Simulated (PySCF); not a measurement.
# Stretching one bond of BCFH2

These are calculations, not measurements. The program is PySCF 2.14.0, an open-source quantum chemistry code, run on an isolated molecule that a program drew, which may never have been made. The molecule is BCFH2 (charge 0, singlet), drawn as the SMILES string `C=BF`.

The structure below is the HF double-zeta minimum with every atom moved a little at random, so it isn't optimised. Bond C1-H5 is then set to each length in the table by shifting atom 5 along it, with nothing else relaxed.
```xyz
5
BCFH2, angstrom
C    -0.2836   -0.9048   -1.1619
B    -0.8078    0.0176   -1.9655
F    -1.0910    0.8790   -2.9609
H     0.7226   -1.2495   -1.0545
H    -0.9730   -1.6309   -0.6350
```

E is the energy above the same method's energy at the HF double-zeta minimum. IE is the energy to remove one electron at fixed geometry, to the doublet state of charge +1, as a difference of total energies. The basis family is cc-pVnZ, with UHF for radicals and no spin-orbit coupling. Best is HF at quadruple zeta, plus MP2 correlation extrapolated from triple and quadruple zeta, plus CCSD(T) minus MP2 at triple zeta, with a frozen core. The other columns are at triple zeta.

```
bond (Å),E MP2 (kcal/mol),E B3LYP (kcal/mol),E CCSD(T) (kcal/mol),E best (kcal/mol),IE MP2 (eV),IE B3LYP (eV),IE CCSD(T) (eV),IE best (eV),T1
1.1064,7.58,6.90,7.61,7.52,9.451,9.476,9.457,9.614,0.014
1.1314,8.18,7.44,8.14,8.07,9.446,9.470,9.451,9.609,0.014
1.2094,12.32,11.31,12.03,11.98,9.431,9.450,9.434,9.593,0.014
1.2534,15.78,14.58,15.31,15.28,9.422,9.440,9.426,9.585,0.014
1.3674,?,?,?,?,?,?,?,?,?
1.5744,50.89,47.73,48.28,48.24,9.428,9.376,9.380,9.544,0.016
```

T1 is the CCSD diagnostic of the starting molecule.

**Estimate the best E and IE at 1.3674 Å from the other rows.**

A least-squares cubic in the inverse of the bond length through the other values of E best gives 25.91 kcal/mol there. A least-squares quadratic in the bond length through IE best gives 9.567 eV. The calculation gives 25.98 kcal/mol and 9.565 eV, so the fits miss by 0.07 kcal/mol and 0.002 eV. The same recipe one zeta lower moves these two values by 0.19 kcal/mol and 0.04 eV, a gauge of their own error. The rest of the row: E is 27.04 (MP2), 25.23 (B3LYP), 26.00 (CCSD(T)); IE is 9.404 (MP2), 9.415 (B3LYP), 9.405 (CCSD(T)); T1 is 0.015.
